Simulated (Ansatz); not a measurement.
Reaction (cleavage of the Si–Al bond): `N[SiH2][Al]([OH])[Cl]` + `[SiH3]S` → `N[SiH2]S[SiH3]` + `[OH][AlH][Cl]`

Calculated with Ansatz (gas phase, PBE0-D4/def2-TZVP geometries, no zero-point term in ΔE). CCSD(T)/CBS is the MP2 limit (def2-TZVPP, def2-QZVPP) plus CCSD(T) − MP2 in def2-TZVPP, frozen cores. This one scheme is used for every species. One conformer a species, not always the lowest.

```json
{"species": "`N[SiH2][Al]([OH])[Cl]`", "MP2/CBS(def2) energy (Eh)": "-1123.83508"}
{"species": "`[SiH3]S`", "MP2/CBS(def2) energy (Eh)": "-689.21850"}
{"species": "`N[SiH2]S[SiH3]`", "MP2/CBS(def2) energy (Eh)": "-1034.83797"}
{"species": "`[OH][AlH][Cl]`", "MP2/CBS(def2) energy (Eh)": "-778.25052"}
```

Problem. Work out ΔE.

Solution. ΔE = (-1034.83797) + (-778.25052) − (-1123.83508) − (-689.21850) = -0.03491 Eh = -0.95 eV. CCSD(T)/CBS gives -0.82 eV.

Largest T1 diagnostic among the species: 0.012.

From PBE to PBE0 (25 % exact exchange), in def2-TZVPP and without D4, ΔE moves by −0.07 eV. The D4 term adds −0.06 eV with B3LYP and −0.03 eV with PBE0; it sums over pairs of atoms, weighted by their polarisabilities, and B3LYP, whose exchange is more repulsive, gets the larger term.

B3LYP here is the variant with VWN-RPA as its local correlation; programs differ in this.
